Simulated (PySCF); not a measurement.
C3H8FNSi, SMILES C/C=N/[C@H](F)[SiH3]. Atoms are numbered in the order given.

```xyz
14

C      2.8551     0.8846    -0.1845
C      1.4776     0.4336    -0.5657
N      0.8058    -0.3544     0.1684
C     -0.5102    -0.7464    -0.1963
F     -0.9218    -0.2878    -1.4571
Si    -1.7348    -0.0522     1.0996
H      3.5821     0.5932    -0.9606
H      3.1491     0.4410     0.7768
H      2.8907     1.9841    -0.1076
H      1.0665     0.8109    -1.5188
H     -0.5438    -1.8504    -0.2316
H     -1.4248    -0.6155     2.4424
H     -3.1247    -0.4216     0.7088
H     -1.5873     1.4295     1.1101
```

Coordinates come from a ωB97X-D3(BJ)/def2-SVP optimisation. The structure was generated by enumeration; whether it is a known compound was not checked. Other conformers were not sampled.

These are PBE/pcSseg-1 (PySCF) values and carry that method's errors.

GIAO shieldings, no solvent; atoms alike by connectivity are averaged. δ = σ(ref) − σ: ¹³C against TMS (σ = 182.0 ppm); ¹⁵N against NH3 (σ = 267.0 ppm); ¹⁹F against CFCl3 (σ = 133.6 ppm); ²⁹Si against TMS (σ = 335.4 ppm); ¹H against TMS (σ = 31.49 ppm), references at their B3LYP-D3(BJ)/def2-TZVP geometries, non-relativistic.

Computed chemical shifts:
```
nucleus          atoms  count  δ (ppm)
-------  -------------  -----  -------
¹³C                 C2      1    156.4
¹³C                 C4      1    109.0
¹³C                 C1      1     28.9
¹⁵N                 N3      1    366.5
¹⁹F                 F5      1   -212.2
²⁹Si               Si6      1    -65.8
¹H                 H10      1     8.10
¹H                 H11      1     6.76
¹H       H12, H13, H14      3     4.23
¹H          H7, H8, H9      3     2.33
```
